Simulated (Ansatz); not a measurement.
A nudged elastic band was laid between two geometries of ClH + FGeH3O (8 atoms, charge 0, multiplicity 1).

Computed with RKS PBE/def2-SVP (Ansatz).

```
movable images  : 7
climbing image  : yes
spring          : 5.0 eV/Å²
optimiser       : quadratic models (default)
start path      : through a guess of the saddle point
force threshold : 0.03 eV/Å
iteration limit : 60
end points      : relaxed
```

Image 0:

```xyz
8
Properties=species:S:1:pos:R:3
Ge -0.121 0.235 -0.121
F 0.200 0.167 1.650
H 1.291 0.212 -0.753
H -0.992 1.481 -0.360
O -1.124 -1.180 -0.490
H -0.677 -1.993 -0.164
Cl 0.845 -2.785 1.602
H 0.596 -1.530 1.937
```

Image 8:

```xyz
8
Properties=species:S:1:pos:R:3
Ge 0.279 -0.345 -0.289
F -0.587 -0.240 2.730
H 1.092 -0.309 -1.609
H -0.011 0.999 0.391
O -1.287 -1.165 -0.514
H -1.184 -1.991 -1.024
Cl 1.559 -1.552 1.071
H 0.158 -0.791 2.545
```

**Question.** Which bonds break or form, and what moves?

**Answer.** Bonds broken: Ge1–F2, Cl7–H8. Bonds formed: Ge1–Cl7, F2–H8. ClH + FGeH3O becomes ClGeH3O + FH.

**Question.** Give the energies along the band, and the barrier.

**Answer.** The forces met the threshold. The highest image is number 4 of 0 to 8, 17.5 kcal/mol above the first end and 13.9 kcal/mol above the last; the last end lies 3.6 kcal/mol above the first. Beside the main top the profile has a ripple of under 15 meV (maxima at images 4, 7), which may be a very shallow well or noise. A vibrational analysis at the climbing image gives one clearly imaginary mode, 220i cm⁻¹: a first-order saddle point. The orbitals stay closed-shell, which can raise the energy where a bond breaks towards radicals; this wasn't checked here.

```json
{"image": "0", "path coordinate (Å)": "0.00", "energy (kcal/mol)": "0.0", "Ge1–F2 (Å)": "1.80", "Cl7–H8 (Å)": "1.32", "Ge1–Cl7 (Å)": "3.61"}
{"image": "1", "path coordinate (Å)": "0.41", "energy (kcal/mol)": "0.6", "Ge1–F2 (Å)": "1.81", "Cl7–H8 (Å)": "1.33", "Ge1–Cl7 (Å)": "3.43"}
{"image": "2", "path coordinate (Å)": "0.82", "energy (kcal/mol)": "4.3", "Ge1–F2 (Å)": "1.83", "Cl7–H8 (Å)": "1.35", "Ge1–Cl7 (Å)": "3.15"}
{"image": "3", "path coordinate (Å)": "1.24", "energy (kcal/mol)": "12.5", "Ge1–F2 (Å)": "1.92", "Cl7–H8 (Å)": "1.45", "Ge1–Cl7 (Å)": "2.84"}
{"image": "4", "path coordinate (Å)": "1.65", "energy (kcal/mol)": "17.5", "Ge1–F2 (Å)": "2.11", "Cl7–H8 (Å)": "1.69", "Ge1–Cl7 (Å)": "2.59"}
{"image": "5", "path coordinate (Å)": "2.74", "energy (kcal/mol)": "7.4", "Ge1–F2 (Å)": "2.74", "Cl7–H8 (Å)": "2.00", "Ge1–Cl7 (Å)": "2.27"}
{"image": "6", "path coordinate (Å)": "3.84", "energy (kcal/mol)": "4.2", "Ge1–F2 (Å)": "3.32", "Cl7–H8 (Å)": "2.20", "Ge1–Cl7 (Å)": "2.22"}
{"image": "7", "path coordinate (Å)": "4.94", "energy (kcal/mol)": "4.3", "Ge1–F2 (Å)": "3.33", "Cl7–H8 (Å)": "2.19", "Ge1–Cl7 (Å)": "2.22"}
{"image": "8", "path coordinate (Å)": "6.03", "energy (kcal/mol)": "3.6", "Ge1–F2 (Å)": "3.14", "Cl7–H8 (Å)": "2.17", "Ge1–Cl7 (Å)": "2.22"}
```

**Question.** What is the geometry of the highest image?

**Answer.** 
```xyz
8
Properties=species:S:1:pos:R:3:forces:R:3
Ge -0.043 -0.182 -0.037 0.00 0.00 0.00
F 0.367 0.223 1.995 0.00 0.00 0.00
H 1.337 -0.079 -0.722 0.00 0.00 0.00
H -0.842 1.139 0.040 0.00 0.00 0.00
O -1.293 -1.260 -0.706 0.00 0.00 0.00
H -1.000 -2.188 -0.595 0.00 0.00 0.00
Cl 0.835 -2.253 1.248 0.00 0.00 0.00
H 0.656 -0.794 2.077 0.00 0.00 0.00
```

The run took 4.7 min on 2 threads of Arm Neoverse V2, on a shared host, peak memory 0.15 GiB.
